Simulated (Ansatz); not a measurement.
System: ZnCl2, charge 1, multiplicity 2. The spin state was set by rule; other spins were not relaxed. 
Geometry from a B3LYP-D3(BJ)/def2-TZVP (Ansatz, an electronic-structure program) optimisation:
```
Zn
Cl 1 2.1284
Cl 1 2.1284 2 180.00
```
Charge +1, spin multiplicity 2.

Total electronic energies in hartree. Cores are frozen in the correlated levels unless marked. UHF or UKS for open shells. No spin-orbit coupling. The frozen core is the preceding noble-gas configuration, with the filled d and f shells of earlier blocks. No relativistic terms. CBS(X,Y): correlation extrapolated as X^-3; Hartree-Fock from the larger set. [CCSD(T)-MP2]/basis is that difference in the basis named. The program attaches cautions to a run behind LC-wPBE-D3(BJ)/def2-TZVPD: asymmetric forces.

| level | program | energy (Eh) |
|---|---|---|
| HF/def2-SVPD | Ansatz | -2696.01248 |
| HF/def2-QZVPP | Ansatz | -2696.62811 |
| RI-HF/def2-TZVPPD | Ansatz | -2696.55895 |
| SVWN5/def2-TZVPD | Ansatz | -2693.68483 |
| PBE-D3(BJ)/def2-TZVPD | Ansatz + dftd3 | -2698.89418 |
| PBE-D4/def2-TZVPD | Ansatz + dftd4 | -2698.89403 |
| BLYP/def2-TZVPD | Ansatz | -2699.62201 |
| B97M-V/def2-TZVPD | Ansatz | -2698.92968 |
| B3LYP-D4/def2-TZVPD | Ansatz + dftd4 | -2699.60529 |
| B3LYP/def2-TZVPD | Ansatz | -2699.60175 |
| PBE0/STO-3G | Ansatz | -2668.44981 |
| PBE0-D4/def2-TZVP | Ansatz + dftd4 | -2698.96989 |
| PBE0/def2-TZVP | Ansatz | -2698.96805 |
| BHLYP/def2-TZVPD | Ansatz | -2699.47206 |
| HSE06-D3(BJ)/def2-TZVPD | Ansatz + dftd3 | -2698.95587 |
| LC-wPBE-D3(BJ)/def2-TZVPD | Ansatz + dftd3 | -2699.01659 |
| B2GP-PLYP/def2-TZVPD | Ansatz | -2698.72678 |
| B2PLYP/def2-TZVPD | Ansatz | -2698.95330 |
| MP2/def2-TZVPPD | Ansatz | -2697.38396 |
| CCSD(T)/def2-TZVPP | Ansatz | -2697.40364 |
| RI-MP2/CBS(def2-TZVPP,def2-QZVPP)+[CCSD(T)-MP2]/def2-SVP | Ansatz | -2697.5966 |
| RI-MP2/CBS(def2-TZVPP,def2-QZVPP)+[CCSD(T)-MP2]/def2-TZVPP | Ansatz | -2697.5961 |
| RI-MP2/CBS(def2-TZVPPD,def2-QZVPPD)+[CCSD(T)-MP2]/def2-TZVPPD | Ansatz | -2697.5954 |

Totals of different functionals don't rank their quality; only differences between species are comparable.
